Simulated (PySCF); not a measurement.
CF2, SMILES F[C]F (connectivity only; charge and spin as stated), neutral, multiplicity 1. The structure is a stationary point at B3LYP-D3(BJ)/def2-TZVP. The isomer is the one that the SMILES or the coordinates give; other isomers of the formula were not compared.

PySCF with TDA-PBE/def2-TZVPD puts the lowest singlet excitations at 5.06, 7.37, 7.79, 8.38, 8.81, 8.88 eV and the lowest triplet (TDA) at 2.51 eV.

Task: What are the lowest singlet roots from EOM-CCSD/aug-cc-pVDZ (PySCF)? (The exact figures need the calculation; the answer reports its results.)

Result: 5.12, 8.75, 9.40, 9.57, 9.88, 9.98 eV; triplets 2.64, 8.60, 8.84 eV. S1 differs by 0.06 eV (second minus first; roots are paired by order, and the bases may differ).
